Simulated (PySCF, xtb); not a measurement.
C3H4FNSi, SMILES F[Si@H]1C=CC=N1.

GFN2-xTB (xtb 6.7.1) at its own geometry gives an orbital gap of 2.09 eV and a dipole moment of 3.03 D.

The structure is a stationary point at ωB97X-D3(BJ)/def2-SVP. The structure was generated by enumeration; whether it is a known compound was not checked.

Question: What does B3LYP/def2-TZVP in PySCF give? (Estimate from the structure and the level; the computed values follow.)

Answer: gap 4.82 eV (levels -7.41 and -2.58 eV), dipole 3.13 D.
